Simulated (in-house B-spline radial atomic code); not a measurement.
A run on neutral tin that did not converge. Method: scalar-relativistic (X2C) RPBE, spin-polarised, spherical fractional occupations, Fermi nucleus of rms radius 4.6519 fm; computed with an all-electron radial atomic-structure program (B-spline basis).

Command:
```bash
python run_scf.py task.json out
```
Settings (nuclear radius in fm, mass in u):
```
Z                50
configuration    [Ar] 3d10 4s2 4p5.75 4d10 5s2 5p2 5f0.25
hamiltonian      x2c
method           rpbe,pbe
spin_polarised   True
nucleus          fermi
rms_radius       4.6519
atomic_mass      119.9022
speed_of_light   137.035999084
```

First and last ten iterations of the last attempt (damped for 15 steps, keeping 80 % of the old Fock matrix, then DIIS):
```
 iter        energy (Eh)    residual
    1       -6173.715831    4.68e-01
    2       -6173.630567    2.49e-01
    3       -6174.876253    1.50e-01
    4       -6175.375459    8.77e-02
    5       -6175.561438    5.01e-02
    6       -6175.626952    2.82e-02
    7       -6175.649197    1.66e-02
    8       -6175.656616    1.01e-02
    9       -6175.659094    6.39e-03
   10       -6175.659940    4.16e-03
  111       -6175.660528    2.70e-05
  112       -6175.660531    1.30e-05
  113       -6175.660525    3.03e-05
  114       -6175.660533    2.35e-05
  115       -6175.660536    2.28e-05
  116       -6175.660541    2.79e-05
  117       -6175.660541    2.28e-05
  118       -6175.660538    2.53e-05
  119       -6175.660544    2.14e-05
  120       -6175.660539    1.58e-05
 not converged after 120 iterations
```

The smallest residual met was 4.2e-06; the threshold is about 5e-07. Over the last five steps the energy moves by less than 1e-05 hartree, but the orbitals didn't meet the threshold. Run time, properties included: 6 s on 1 thread of Arm Neoverse V2 (shared host).
